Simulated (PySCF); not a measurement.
Calculation: B3LYP-D3(BJ)/def2-TZVP // TPSS-D3(BJ)/def2-SVP (PySCF). Gas-phase values, no solvent. B3LYP has the VWN-RPA correlation part, as in Gaussian. 

Reference species: [Zn(Cl)(CH3)] (neutral, multiplicity 1).

```json
{
 "charge on the central atom (Mulliken)": "0.45 e",
 "coordination_number": "2",
 "mean_distance_from_the_central_atom_to_its_bonded_neighbours": "2.030 Å",
 "LUMO": "-0.87 eV"
}
```

Changed species: [Zn(Cl)2] (0 of 2 Cl replaced by CH3; the reference has 1 of 2 Cl replaced by CH3).

Question: Predict the effect on the charge on the central atom (Mulliken), coordination number, mean distance from the central atom to its bonded neighbours and LUMO.

Answer: the charge on the central atom (Mulliken) rises by 0.15 e, to 0.60 e; the coordination number stays essentially unchanged; the mean distance from the central atom to its bonded neighbours goes up by 0.074 Å, to 2.104 Å; the LUMO decreases by 1.25 eV, to -2.12 eV.
